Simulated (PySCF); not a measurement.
**SeH₄: breathing scan**

Method: PySCF, TPSS, basis Se def2-TZVP, H def2-TZVP (no relativity, density fitting).

Rigid scan from the singlet minimum (Se–H 1.478 Å (×2), Se–H 1.694 Å (×2); H–Se–H 84.3° (×4), H–Se–H 106.1°, H–Se–H 161.0°). Coordinate: all bonds to the central atom scaled together. Energies in kJ/mol from the minimum.

Task: Predict the curve at 0.88, 0.92, 0.96, 1.00, 1.04, 1.08, 1.14, 1.22, 1.35.

Result: 
| scale of all bonds to the centre | E (kJ/mol) | dipole size (D) |
| --- | --- | --- |
| 0.88 | 138.9 | 0.44 |
| 0.92 | 55.4 | 0.39 |
| 0.96 | 12.5 | 0.35 |
| 1.00 | 0.0 | 0.31 |
| 1.04 | 10.2 | 0.28 |
| 1.08 | 37.0 | 0.25 |
| 1.14 | 98.7 | 0.21 |
| 1.22 | 204.8 | 0.17 |
| 1.35 | 397.9 | 0.12 |

At long bonds a restricted determinant can lie too high, and another spin state can fall below this curve.

Other isomers or separated fragments may lie lower.

The scan took 18 s on 2 threads of a shared Arm Neoverse V1 host; the process peaked at 0.94 GiB. Launch command: `OMP_NUM_THREADS=2 python axn.py task.json out`.
